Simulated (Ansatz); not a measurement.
`CC(C)[Si](C)(C)C(C)C` at its PBE0-D4/def2-TZVP geometry, where that method's forces vanish. Charge 0, multiplicity 1.

```json
{"atom": "C1", "x (Å)": "1.8316", "y (Å)": "1.4784", "z (Å)": "-0.8408"}
{"atom": "C2", "x (Å)": "1.6303", "y (Å)": "0.0716", "z (Å)": "-0.2844"}
{"atom": "C3", "x (Å)": "2.7387", "y (Å)": "-0.2837", "z (Å)": "0.7031"}
{"atom": "Si4", "x (Å)": "-0.0933", "y (Å)": "-0.1603", "z (Å)": "0.4678"}
{"atom": "C5", "x (Å)": "-0.2814", "y (Å)": "0.9409", "z (Å)": "1.9776"}
{"atom": "C6", "x (Å)": "-0.3086", "y (Å)": "-1.9543", "z (Å)": "0.9805"}
{"atom": "C7", "x (Å)": "-1.4116", "y (Å)": "0.3038", "z (Å)": "-0.8116"}
{"atom": "C8", "x (Å)": "-1.2413", "y (Å)": "-0.4646", "z (Å)": "-2.1192"}
{"atom": "C9", "x (Å)": "-2.8262", "y (Å)": "0.1336", "z (Å)": "-0.2640"}
{"atom": "H10", "x (Å)": "2.8228", "y (Å)": "1.5850", "z (Å)": "-1.2948"}
{"atom": "H11", "x (Å)": "1.7584", "y (Å)": "2.2318", "z (Å)": "-0.0501"}
{"atom": "H12", "x (Å)": "1.0919", "y (Å)": "1.7315", "z (Å)": "-1.6046"}
{"atom": "H13", "x (Å)": "1.6878", "y (Å)": "-0.6375", "z (Å)": "-1.1218"}
{"atom": "H14", "x (Å)": "2.7314", "y (Å)": "0.3887", "z (Å)": "1.5665"}
{"atom": "H15", "x (Å)": "2.6445", "y (Å)": "-1.3053", "z (Å)": "1.0798"}
{"atom": "H16", "x (Å)": "3.7254", "y (Å)": "-0.1954", "z (Å)": "0.2358"}
{"atom": "H17", "x (Å)": "-0.2112", "y (Å)": "1.9995", "z (Å)": "1.7136"}
{"atom": "H18", "x (Å)": "0.4923", "y (Å)": "0.7297", "z (Å)": "2.7203"}
{"atom": "H19", "x (Å)": "-1.2492", "y (Å)": "0.7833", "z (Å)": "2.4607"}
{"atom": "H20", "x (Å)": "0.4077", "y (Å)": "-2.2291", "z (Å)": "1.7590"}
{"atom": "H21", "x (Å)": "-1.3100", "y (Å)": "-2.1340", "z (Å)": "1.3801"}
{"atom": "H22", "x (Å)": "-0.1584", "y (Å)": "-2.6336", "z (Å)": "0.1371"}
{"atom": "H23", "x (Å)": "-1.2600", "y (Å)": "1.3716", "z (Å)": "-1.0217"}
{"atom": "H24", "x (Å)": "-0.2590", "y (Å)": "-0.3021", "z (Å)": "-2.5702"}
{"atom": "H25", "x (Å)": "-1.3574", "y (Å)": "-1.5419", "z (Å)": "-1.9641"}
{"atom": "H26", "x (Å)": "-1.9948", "y (Å)": "-0.1633", "z (Å)": "-2.8549"}
{"atom": "H27", "x (Å)": "-3.5735", "y (Å)": "0.4563", "z (Å)": "-0.9970"}
{"atom": "H28", "x (Å)": "-2.9890", "y (Å)": "0.7139", "z (Å)": "0.6476"}
{"atom": "H29", "x (Å)": "-3.0378", "y (Å)": "-0.9145", "z (Å)": "-0.0306"}
```

For each bond, give half the difference of the two atoms' forces along it (eV/Å; positive pushes the atoms apart) under PBE-D4, r2SCAN-D4, B3LYP-D4, ωB97M-V in def2-TZVPP. (Estimate.)

Ansatz gave: 
```json
{"bond": "C1–C2", "length (Å)": "1.526", "PBE-D4": "0.01", "r2SCAN-D4": "0.12", "B3LYP-D4": "0.18", "ωB97M-V": "0.17"}
{"bond": "C1–H12", "length (Å)": "1.093", "PBE-D4": "0.10", "r2SCAN-D4": "-0.04", "B3LYP-D4": "-0.08", "ωB97M-V": "-0.06"}
{"bond": "C2–H13", "length (Å)": "1.099", "PBE-D4": "0.11", "r2SCAN-D4": "-0.03", "B3LYP-D4": "-0.12", "ωB97M-V": "-0.10"}
{"bond": "C3–H14", "length (Å)": "1.094", "PBE-D4": "0.11", "r2SCAN-D4": "-0.03", "B3LYP-D4": "-0.07", "ωB97M-V": "-0.06"}
{"bond": "Si4–C7", "length (Å)": "1.895", "PBE-D4": "-0.01", "r2SCAN-D4": "-0.04", "B3LYP-D4": "-0.04", "ωB97M-V": "-0.09"}
{"bond": "C5–H18", "length (Å)": "1.093", "PBE-D4": "0.11", "r2SCAN-D4": "-0.01", "B3LYP-D4": "-0.05", "ωB97M-V": "-0.04"}
{"bond": "C5–H19", "length (Å)": "1.093", "PBE-D4": "0.11", "r2SCAN-D4": "-0.01", "B3LYP-D4": "-0.05", "ωB97M-V": "-0.03"}
{"bond": "C6–H21", "length (Å)": "1.093", "PBE-D4": "0.11", "r2SCAN-D4": "-0.01", "B3LYP-D4": "-0.05", "ωB97M-V": "-0.04"}
{"bond": "C7–C8", "length (Å)": "1.526", "PBE-D4": "0.01", "r2SCAN-D4": "0.12", "B3LYP-D4": "0.18", "ωB97M-V": "0.17"}
{"bond": "C7–H23", "length (Å)": "1.099", "PBE-D4": "0.11", "r2SCAN-D4": "-0.03", "B3LYP-D4": "-0.12", "ωB97M-V": "-0.10"}
{"bond": "C8–H24", "length (Å)": "1.093", "PBE-D4": "0.10", "r2SCAN-D4": "-0.04", "B3LYP-D4": "-0.08", "ωB97M-V": "-0.06"}
{"bond": "C9–H27", "length (Å)": "1.095", "PBE-D4": "0.12", "r2SCAN-D4": "-0.03", "B3LYP-D4": "-0.08", "ωB97M-V": "-0.08"}
{"bond": "C9–H28", "length (Å)": "1.093", "PBE-D4": "0.09", "r2SCAN-D4": "-0.04", "B3LYP-D4": "-0.08", "ωB97M-V": "-0.07"}
{"bond": "C9–H29", "length (Å)": "1.094", "PBE-D4": "0.11", "r2SCAN-D4": "-0.03", "B3LYP-D4": "-0.07", "ωB97M-V": "-0.06"}
```

B3LYP here is the variant with VWN-RPA as its local correlation; programs differ in this.
